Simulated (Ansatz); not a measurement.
Harmonic frequencies (cm⁻¹) at PBE0-D4/def2-TZVP from Ansatz: 50, 72, 194, 240, 339, 370, 504, 643, 727, 797, 811, 871, 922, 948, 1933, 2167, 2212, 3925.

Each molecule was computed in one conformer, which needn't be the lowest.

Question: Which molecule is it?
A. `[AlH2][B]1[SiH2][Se]1`
B. `O[SiH2][AlH][F]`
C. `[F][AlH][O][SiH3]`
D. `[OH][Al]([F])[SiH3]`

Answer: B.
